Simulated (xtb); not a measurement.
xtb input:

```bash
xtb mol.xyz --gfn 2 --sp --chrg 1 --uhf 0
```
mol.xyz:
```
12

Al     0.16058900    -0.13388543     0.12686886
C      1.81456051    -0.03616531    -0.84181887
H      2.59234160    -0.61296388    -0.33775750
H      2.17174867     0.99389077    -0.92711551
H      1.71289995    -0.43551091    -1.85476638
C     -0.79727111    -0.81196395     1.64549996
H     -1.64511756    -1.43295094     1.34316572
H     -1.18626884    -0.00354927     2.27081659
H     -0.14621873    -1.42640506     2.27024856
O     -1.09573565     0.91353108    -0.86565535
H     -0.90078373     1.38609555    -1.69025210
H     -2.02410954     1.05243137    -0.62047814
```

Predict the final energy.

-13.08343 Eh (GFN2-xTB).

It need not be the lowest isomer of its formula.
